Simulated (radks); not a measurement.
Question: All-electron atom: Ag26+ in [Ar] 3d2.5 4d0.5 (fractional occupations, a model configuration). Method: Dirac Kohn-Sham, PBEsol, spin-unpolarised, spherical densities, finite nucleus; open shells are shared between the two j in proportion to 2j + 1; Fermi nuclear charge, rms radius 4.5454 fm; computed with a radial shooting solver on a logarithmic mesh with Libxc functionals. Some entries of the table are withheld. Estimate them.

| orbital | occ. | eigenvalue (eV) | <r> (bohr) | <r^2> (bohr^2) |
|---|---|---|---|---|
| 1s1/2 | 2 | -26449.42 | 0.03112 | 0.001310 |
| 2s1/2 | 2 | -4855.306 | 0.1337 | 0.02111 |
| 2p1/2 | 2 | -4600.329 | 0.1134 | (1) |
| 2p3/2 | 4 | -4423.347 | 0.1183 | (2) |
| 3s1/2 | 2 | -1648.486 | 0.3416 | 0.1329 |
| 3p1/2 | 2 | -1552.503 | 0.3286 | 0.1249 |
| 3p3/2 | 4 | -1514.178 | 0.3370 | 0.1311 |
| 3d3/2 | 1 | -1359.831 | 0.2992 | 0.1042 |
| 3d5/2 | 1.5 | -1351.324 | 0.3018 | 0.1059 |
| 4s1/2 | 0 | -804.0247 | 0.6757 | 0.5128 |
| 4p1/2 | 0 | -764.8863 | 0.6745 | 0.5145 |
| 4p3/2 | 0 | -752.0473 | 0.6864 | 0.5325 |
| 4d3/2 | 0.2 | -691.5507 | 0.6697 | (3) |
| 4d5/2 | 0.3 | -688.6751 | 0.6731 | (4) |

Answer: 
(1) 2p1/2 <r^2> (bohr^2): 0.01576
(2) 2p3/2 <r^2> (bohr^2): 0.01703
(3) 4d3/2 <r^2> (bohr^2): 0.5129
(4) 4d5/2 <r^2> (bohr^2): 0.5179
